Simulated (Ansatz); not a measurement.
The same ligand exchange along the group F, Cl, Br, I.

Gas-phase electronic energies from Ansatz, PBE0-D4/def2-TZVP geometries. CCSD(T)/CBS is the MP2 limit (def2-TZVPP, def2-QZVPP) plus CCSD(T) − MP2 in def2-TZVPP, frozen cores. This one scheme is used for every species. DFT in def2-TZVPP. def2 core potentials past Kr. For Br, I outer-core shells are correlated without core-valence functions, which leaves a few kJ/mol of doubt a bond. Scalar relativity is left out up to krypton. Each species was taken in one conformer, which may not be the lowest.

| reaction | PBE-D4 (eV) | HF/CBS(def2) (eV) | PBE0-D4 (eV) | CCSD(T)/CBS(def2) (eV) |
| --- | --- | --- | --- | --- |
| `BF` + `COCN` → `BNCOC` + H–F | -0.06 | 0.19 | -0.06 | -0.06 |
| `BCl` + `COCN` → `BNCOC` + HCl | -0.51 | -0.45 | -0.51 | -0.52 |
| `BBr` + `COCN` → `BNCOC` + HBr | -0.61 | -0.57 | -0.61 | -0.58 |
| `BI` + `COCN` → `BNCOC` + HI | -0.74 | -0.76 | -0.75 | -0.72 |

Largest T1 diagnostic: 0.013, for `BF`.
